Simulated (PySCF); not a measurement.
Precursor series Ti Cl-H. Gas-phase values, no solvent.

The numbers are results of PBE-D3(BJ)/def2-TZVP // r2SCAN-D4/def2-SVP (PySCF 2.14.0), not measurements. 

```tsv
species	mean distance from the central atom to its bonded neighbours (Å)	HOMO (eV)	coordination number	charge on the central atom (meta-Löwdin) (e)
0 of 4 Cl replaced by H ([Ti(Cl)4])	2.167	?	4	1.01
1 of 4 Cl replaced by H	2.039	?	4	0.97
2 of 4 Cl replaced by H ([Ti(Cl)2(H)2])	?	-7.72	4	0.95
3 of 4 Cl replaced by H ([Ti(Cl)(H)3])	1.805	-7.55	?	0.93
4 of 4 Cl replaced by H ([Ti(H)4])	?	-7.43	4	0.92
```

### Question
Some entries are withheld; supply them.

### Answer

- 0 of 4 Cl replaced by H ([Ti(Cl)4]), HOMO (eV): -8.26
- 1 of 4 Cl replaced by H, HOMO (eV): -8.05
- 2 of 4 Cl replaced by H ([Ti(Cl)2(H)2]), mean distance from the central atom to its bonded neighbours (Å): 1.920
- 3 of 4 Cl replaced by H ([Ti(Cl)(H)3]), coordination number: 4
- 4 of 4 Cl replaced by H ([Ti(H)4]), mean distance from the central atom to its bonded neighbours (Å): 1.692
